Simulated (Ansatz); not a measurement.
Isolated molecules relaxed with PBE0-D4/def2-TZVP in Ansatz; ΔE leaves out vibrations. CCSD(T)/CBS is the MP2 limit (def2-TZVPP, def2-QZVPP) plus CCSD(T) − MP2 in def2-TZVPP, frozen cores. Functionals use def2-TZVPP. B3LYP here is the variant with VWN-RPA as its local correlation; programs differ in this. Each species was taken in one conformer, which may not be the lowest.

Consider the redistribution: `B[SiH2]O` + `F[SiH](Cl)C[SiH3]` → `O[SiH2][SiH](F)Cl` + `BC[SiH3]`.

CCSD(T)/CBS gives -0.17 eV.

Another level gave -0.15 eV. Which?
A. PBE-D4/def2-TZVPP
B. HF/def2-TZVPP
C. B3LYP-D4/def2-TZVPP
D. MP2/def2-TZVPP

D. MP2/def2-TZVPP -0.15, B3LYP-D4 -0.23, PBE-D4 -0.30, HF/def2-TZVPP -0.10 eV.

Largest T1 diagnostic among the species: 0.012.

In def2-TZVPP, CCSD(T) changes the Hartree–Fock value by −0.05 eV (the triples alone add −0.02 eV) and MP2 by −0.06 eV. From PBE to PBE0 (25 % exact exchange), in def2-TZVPP and without D4, ΔE moves by +0.05 eV.
